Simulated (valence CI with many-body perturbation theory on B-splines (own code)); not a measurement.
Results of a calculation; reference values are marked as such.
# Pb¹¹⁺: what the settings do

Level of theory: valence CI with perturbative core correlation (CI+MBPT): three valence electrons over a frozen Dirac-Fock core [Xe] 4f14, radial functions for each j: 6 s, 6 p, 5 d, 5 f, 1 g, with the one-electron correlation potential Σ1 (screened to all orders), the two-electron term Σ2, the three-electron term Σ3, Breit, model QED; selected single and double excitations, second order for the rest (own B-spline code, finite nucleus).

No measured levels were compared; by estimate terms of the open shell hold to 2 to 4 % of their energy, and close levels can change places. Only levels of the ground parity were solved; by the run's estimate the other parity begins above the list, which can be wrong where configurations are misplaced.

The reference run has the lowest level (5d3/2^3) J=3/2 and an ionisation energy of 203.657 eV. Its largest variational space holds 3584 state functions.

Levels are named by their leading jj configuration (3d3/2^4 stands for four electrons in 3d with j = 3/2), which in mixed levels can hold well under half, so a name can repeat and another be missing. Letters in brackets count levels of one name in rising energy.

Changed runs:
A. highest l with Σ1, explicit Σ2 and valence Breit (higher l get mean screening factors) 3 → 1
B. scale of Σ1 1 → 0
C. highest l with Σ1, explicit Σ2 and valence Breit (higher l get mean screening factors) 3 → 0
D. Davidson iteration limit 60 → 2 (bad on purpose)

Excitation energies of the reference run in cm⁻¹, and shifts in cm⁻¹:

| Level | Reference | A | B | C | D |
| --- | --- | --- | --- | --- | --- |
| (5d3/2^2 5d5/2) J=5/2 [a] | 20557 | -815 | -843 | -860 | 0 |
| (5d3/2^2 5d5/2) J=3/2 | 30432 | -1665 | -750 | -640 | 0 |
| (5d3/2^2 5d5/2) J=7/2 | 31078 | -1016 | -1003 | -668 | 0 |
| (5d3/2^2 5d5/2) J=9/2 | 34417 | -729 | -913 | +23 | 0 |
| (5d3/2^2 5d5/2) J=1/2 | 35550 | -2039 | -844 | -551 | 0 |
| (5d3/2^2 5d5/2) J=5/2 [b] | 54512 | -3179 | -1282 | -1046 | 0 |
| (5d3/2 5d5/2^2) J=7/2 [a] | 54771 | -1837 | -1641 | -1326 | 0 |
| (5d3/2 5d5/2^2) J=9/2 | 58039 | -1885 | -1772 | -1011 | 0 |
| (5d3/2 5d5/2^2) J=3/2 [a] | 64518 | -3259 | -1742 | -2220 | 0 |
| (5d3/2 5d5/2^2) J=1/2 | 67401 | -3269 | -1784 | -2212 | 0 |
| (5d3/2 5d5/2^2) J=11/2 | 70699 | -1851 | -1813 | +2.8 | 0 |
| (5d3/2 5d5/2^2) J=5/2 [a] | 74971 | -3441 | -1654 | -929 | 0 |
| Ionisation energy (eV) | 203.657 | -1.088 | -1.904 | -0.360 | 0 |

Run D: The Davidson iterations stopped at their limit.
